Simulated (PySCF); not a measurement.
Exercise with solution: chemical shift, span and skew from a shielding tensor

CH8FNSi2, SMILES C[Si@@](N)(F)[SiH3]. Atoms are numbered in the order given.

```xyz
13

C      1.5345    -0.9370     1.0374
Si     0.3781     0.1771     0.0679
N      0.1205     1.6334     0.9675
F      1.0994     0.4406    -1.4039
Si    -1.7339    -0.7390    -0.3992
H      2.4986    -0.4216     1.2311
H      1.7577    -1.8616     0.4688
H      1.0892    -1.2208     2.0116
H     -0.5604     2.3223     0.6395
H      0.9072     2.0971     1.4306
H     -2.6442     0.3129    -0.9814
H     -2.3744    -1.2641     0.8602
H     -1.6371    -1.8742    -1.3840
```
Charge 0, spin multiplicity 1.

Geometry optimised at PBE-D3(BJ)/def2-SVP. The structure was generated by enumeration; whether it is a known compound was not checked. The values are those of a single conformer.

GIAO shieldings from PBE0/pcSseg-1 (PySCF), non-relativistic, no solvent. The symmetric part of the tensor of Si2 has the principal values 311.9, 334.1, 361.2 ppm. The same nucleus in TMS has σ = 352.7 ppm at this level (PySCF, at its B3LYP-D3(BJ)/def2-TZVP geometry).

Work out the isotropic shielding, the ²⁹Si shift against TMS, the span and the skew.


σ(iso) = (σ11 + σ22 + σ33)/3 = 335.7 ppm. δ = σ(ref) − σ(iso) = 352.7 − (335.7) = 17.0 ppm.
Span Ω = σ33 − σ11 = 49.3 ppm. Skew κ = 3(σ(iso) − σ22)/Ω = 0.10. Tumbling in solution averages the tensor to δ; in a static solid the shielding alone would spread this spin-1/2 line over Ω.
